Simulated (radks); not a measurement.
Species: the neon ion Ne+. Configuration: [He] 2s2 2p5.

Calculated with a radial shooting solver on a logarithmic mesh with Libxc functionals: Dirac Kohn-Sham, LDA (Slater exchange, Perdew-Wang correlation), spin-unpolarised, spherical densities, point nucleus; open shells are shared between the two j in proportion to 2j + 1; speed of light set to 274.072 atomic units (2 times the physical value, a model run).

Energy parts (Ry):
total: -254.86609
kinetic: 254.09752
electron-nucleus: -604.06087
Hartree: 117.36596
exchange-correlation: -22.26871

Orbitals (lengths in bohr, moments of r in powers of bohr):
1s1/2: occ. 2; eigenvalue (Ry) -62.29064; <r^4> 0.003016
2s1/2: occ. 2; eigenvalue (Ry) -4.05669; <r^4> 1.624
2p1/2: occ. 1.66667; eigenvalue (Ry) -2.38620; <r^4> 2.474
2p3/2: occ. 3.33333; eigenvalue (Ry) -2.38402; <r^4> 2.480
3s1/2: occ. 0; eigenvalue (Ry) -0.49110; <r^4> 343.4
3p1/2: occ. 0; eigenvalue (Ry) -0.28381; <r^4> 1194
3p3/2: occ. 0; eigenvalue (Ry) -0.28371; <r^4> 1196

The highest occupied level is 2p3/2 at -32.436 eV. The density falls to 0.001 e/bohr^3 at r = 2.63 bohr.
